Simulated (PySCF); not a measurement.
## Spinor energies of Si³⁺ (silicon, charge +3)

Start: [Ne] 3s1; 3s1/2 filled at m_j = +1/2. Calculated with PySCF 2.14 in x2c-TZVPall-2c (5s6p2d1f, 40 functions): generalised Hartree-Fock with the X2C-1e Hamiltonian and a Gaussian nucleus; one run each with spin-orbit coupling (SO) switched off, then screened by Boettger's factors. This is a chosen level, not necessarily the ground level.

| spinor shell | electrons | ε, spin-free (eV) | ε, screened SO (eV) | weight of nominal j (screened SO) | rms radius, screened SO (bohr) |
| --- | --- | --- | --- | --- | --- |
| 1s1/2 | 2 | -1914.6 | -1914.6 | 1.000 | 0.129 |
| 2s1/2 | 2 | -204.52 | -204.52 | 1.000 | 0.611 |
| 2p1/2 | 2 | -152.21 | -152.73 | 0.942 | 0.595 |
| 2p3/2 | 4 | -152.21 | -151.96 | 0.971 | 0.596 |
| 3s1/2 | 1 | -44.722 | -44.722 | 1.000 | 2.00 |

| quantity | spin-free | screened SO |
| --- | --- | --- |
| E (hartree) | -287.41476 | -287.41501 |
| M_J | 1/2 | 1/2 |
| ⟨J²⟩ | 0.750 | 0.750 |
| ⟨L²⟩ | 0.000 | 0.000 |
| ⟨S²⟩ | 0.750 | 0.750 |

Each row is a mean over spinors that exchange with the open shell spreads, by up to 0.958 eV (2s1/2).

Without spin-orbit coupling the j labels of p, d and f shells carry no meaning; the spin-free column gives the mean over the occupied spinors of each nl shell.
